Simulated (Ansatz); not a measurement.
Consider the formal exchange of groups at a Ge–C bond: `O[CH](F)[GeH2][F]` + `[CH3][GaH][CH]=O` → `[CH3][GaH][GeH2][F]` + `O=CC(O)F`.

Isolated molecules relaxed with PBE0-D4/def2-TZVP in Ansatz; ΔE leaves out vibrations. CCSD(T)/CBS is the MP2 limit (def2-TZVPP, def2-QZVPP) plus CCSD(T) − MP2 in def2-TZVPP, frozen cores. DFT in def2-TZVPP. B3LYP here is the variant with VWN-RPA as its local correlation; programs differ in this. For Ga, Ge outer-core shells are correlated without core-valence functions, which leaves a few kJ/mol of doubt a bond. Scalar relativity is left out up to krypton. Each species was taken in one conformer, which may not be the lowest.

| level | ΔE (kJ/mol) | difference from CCSD(T)/CBS |
| --- | --- | --- |
| PBE-D4 | -91.3 | -4.7 |
| PBE0-D4 | -96.4 | -9.8 |
| PBE | -91.4 | -4.8 |
| B3LYP | -88.9 | -2.3 |
| HF/def2-TZVPP | -93.3 | -6.7 |
| MP2/def2-TZVPP | -86.5 | 0.1 |
| SCS-MP2/def2-TZVPP | -84.2 | 2.4 |
| HF/def2-QZVPP | -92.6 | -6.0 |
| SCS-MP2/def2-QZVPP | -83.0 | 3.6 |
| CCSD/CBS(def2) | -87.4 | -0.8 |
| CCSD(T)/CBS | -86.6 | 0 |

Largest T1 diagnostic among the species: 0.015.

From PBE to PBE0 (25 % exact exchange), in def2-TZVPP and without D4, ΔE moves by −5.0 kJ/mol. In def2-TZVPP, CCSD(T) changes the Hartree–Fock value by +6.0 kJ/mol (the triples alone add +0.8 kJ/mol) and MP2 by +6.8 kJ/mol.
